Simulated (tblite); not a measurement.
Compound: C₁₁H₁₁ClO₂.
SMILES with atom numbers: `[CH3:1][C@@H:2]([Cl:3])[C:4]1=[CH:5][C@:6]2([O:7][CH:8]=[O:9])[CH:10]=[CH:11][C@H:12]1[CH:13]=[CH:14]2` (hydrogens: H15, H16, H17 on C1; H18 on C2; H19 on C5; H20 on C8; H21 on C10; H22 on C11; H23 on C12; H24 on C13; H25 on C14)

Structure used (GFN2-xTB), in Å, numbered top down from 1:
```xyz
25
C11H11ClO2 angstrom
C     -2.7214   -1.5177   -0.2007
C     -2.3421   -0.0570   -0.0596
Cl    -3.0990    0.6020    1.4514
C     -0.8816    0.2017    0.0378
C      0.1008   -0.6806    0.1632
C      1.4750   -0.0431    0.2610
O      2.5444   -0.9673    0.4415
C      2.7428   -1.8832   -0.4870
O      2.1169   -2.0590   -1.4899
C      1.3878    0.9102    1.4391
C      0.4090    1.7893    1.3184
C     -0.3896    1.6434    0.0394
C      0.6254    1.7169   -1.0812
C      1.6067    0.8401   -0.9682
H     -2.2724   -1.9205   -1.1059
H     -3.8017   -1.6204   -0.2656
H     -2.3696   -2.0879    0.6550
H     -2.7768    0.5374   -0.8690
H      0.0199   -1.7499    0.1892
H      3.6128   -2.4947   -0.1850
H      2.0870    0.8037    2.2456
H      0.1556    2.5529    2.0289
H     -1.1958    2.3669   -0.0508
H      0.5144    2.4382   -1.8687
H      2.4406    0.7027   -1.6298
```

Level: GFN2-xTB in tblite, geometry and Hessian alike; calculated harmonic values, unscaled, isolated species. Errors from tens to a few hundred cm⁻¹ against measured bands are possible. One conformer, not necessarily the lowest.

Harmonic wavenumbers (cm⁻¹): 34.0, 62.2, 87.3, 110.9, 153.1, 214.4, 243.3, 255.3, 288.0, 298.5, 368.2, 419.2, 430.3, 454.8, 469.8, 483.4, 498.4, 550.0, 621.6, 649.6, 684.4, 708.4, 744.4, 770.5, 790.6, 797.5, 839.2, 844.3, 861.6, 937.4, 940.8, 971.1, 982.6, 1008.6, 1033.5, 1056.7, 1059.9, 1084.3, 1100.5, 1134.6, 1138.8, 1158.7, 1170.3, 1184.7, 1203.9, 1223.0, 1243.3, 1246.6, 1281.6, 1311.1, 1362.1, 1399.8, 1476.6, 1488.7, 1650.8, 1667.2, 1712.7, 1788.7, 2807.0, 2922.9, 3026.5, 3034.1, 3044.6, 3049.9, 3136.4, 3141.6, 3155.3, 3158.4, 3160.4.

A = 1115, B = 449.7, C = 384.0 MHz; mass 210.045 u (most abundant isotopes); point group C1, symmetry number 1.

Zero-point energy?

½Σν̃ = 41694 cm⁻¹ = 498.77 kJ/mol.

Entropy at 298.15 K, 1 bar (ideal gas, RRHO, classical rotation)?

Translation 175.55, rotation 133.01, vibration 161.05: S = 469.6 J/(mol K).

And Cp and H(298.15 K) − H(0)?

Cp = 215.88 J/(mol K), of which vibrations give 182.62 (their classical limit is 69 R = 573.7); H(298.15 K) − H(0) = 35.79 kJ/mol without the zero-point energy, 25.87 from vibrations.

What must be added to the electronic energy to get the Gibbs energy at 298.15 K and 1 bar?

ZPE + [H(298.15 K) − H(0)] − T·S = 498.77 + 35.79 − 140.01 = 394.55 kJ/mol.

How do the functions run with temperature in this model?

```
T (K)  S (J/(mol K))  Cp (J/(mol K))  H − H(0) (kJ/mol)  G − H(0) (kJ/mol)  ln q(vib)
  150          359.0           118.5              11.10             -42.74       3.91
  250          434.5           183.7              26.17             -82.46       7.26
  400          542.1           278.9              61.07            -155.77      12.55
  600          673.9           370.7             126.72            -277.64      19.75
  900          841.2           452.1             251.32            -505.78      30.06
```

q(vib) and H(0) count from the zero-point level.

Blend soft modes into free rotors: weight 1/[1 + (100 cm⁻¹/ν̃)⁴] for the oscillator and the rest for a rotor with moment μB/(μ + B), μ = h/(8π²ν), B = 10⁻⁴⁴ kg m². What vibrational entropy results?

147.62 J/(mol K) in place of 161.05, which changes −T·S at 298.15 K by +4.00 kJ/mol.

Hindered rotation and anharmonicity are outside this model. Other conformers, if any are populated, would add a mixing term that is left out. The structure is chiral; the term R ln 2 for an equal mix with its mirror image is left out.
